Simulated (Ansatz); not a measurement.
Mulliken charges of H5NOSiSn (`[NH2][Sn][O][SiH3]`) from ωB97M-V/def2-TZVPP in Ansatz (PBE0-D4/def2-TZVP geometry).

```
atom   x (Å)   y (Å)   z (Å)  charge (e)
  N1  -0.671   1.494  -1.238      -0.555
 Sn2   0.552   0.170  -2.130       0.760
  O3   0.833  -0.940  -0.503      -0.623
 Si4   0.448  -1.089   1.067       0.349
  H5  -0.947   1.450  -0.268       0.145
  H6  -1.089   2.283  -1.706       0.121
  H7  -0.481  -0.009   1.522      -0.079
  H8   1.669  -1.013   1.916      -0.059
  H9  -0.225  -2.392   1.322      -0.059
```

Problem. By hand: the dipole of these point charges (1 e Å = 4.8032 D).

Solution. Σ q r = (0.113, 0.194, -0.803) e Å, of length 0.834 e Å = 4.01 D.

Problem. How does the dipole of the full density compare? (Estimate.)

Solution. The calculation gave: (-0.127, 0.340, -0.373) e Å, 2.50 D; the point charges give 1.60 times that, at 36° from its direction.

Point charges leave out the atoms' own dipoles, such as those of lone pairs, and Mulliken's split depends on the basis, so the two needn't agree.
